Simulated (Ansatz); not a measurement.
Process, species as SMILES: NB(N)[OH2+] → [NH3+]B(O)N

Quantity: isomerisation energy (enthalpy at 298 K), in kcal/mol. Set-up: six Cartesian d functions in 6-31G* and its kin unless marked 5d; no spin-orbit coupling; LANL2DZ all-electron up to Ne; 6-311+G** with 5d; frozen cores in correlated levels; non-relativistic. CBS marks a two-point X^-3 extrapolation of the correlation energy; Hartree-Fock from the larger set. First-principles rows: single points at B3LYP-D3(BJ) geometries (Ansatz, a program for electronic structure), with unscaled harmonic terms from B3LYP/6-31G* (Ansatz) at its own minima.

Coupled cluster (Ansatz) is a level with limits of its own, used here on species with T1 under 0.025 (0.045 for open shells) and stable references: CCSD(T)/CBS(cc-pVTZ,cc-pVQZ).

Value to compare with, CCSD(T)/CBS(cc-pVTZ,cc-pVQZ) (Ansatz): -24.2 kcal/mol.

```csv
level,program,isomerisation energy (enthalpy at 298 K) (kcal/mol),difference
MP2/STO-3G,Ansatz,-24.8,-0.6
MP2/3-21G,Ansatz,-21.7,2.5
MP2/LANL2DZ,Ansatz,-18.5,5.7
MP2/6-31G*,Ansatz,-28.6,-4.4
MP2/6-311+G**,Ansatz,-24.5,-0.3
```

Among the 5 habitual levels, MP2/LANL2DZ lies farthest from CCSD(T)/CBS(cc-pVTZ,cc-pVQZ) (Ansatz) (5.7 kcal/mol); 2 of 5 lie above it, and their mean absolute difference is 2.7 kcal/mol, the median 2.5. One case shows no general order.

The sets are all those run for this method; left out are runs that failed, that the program found above a lower state of the same kind, or whose <S^2> lies over 0.5 above the pure value.
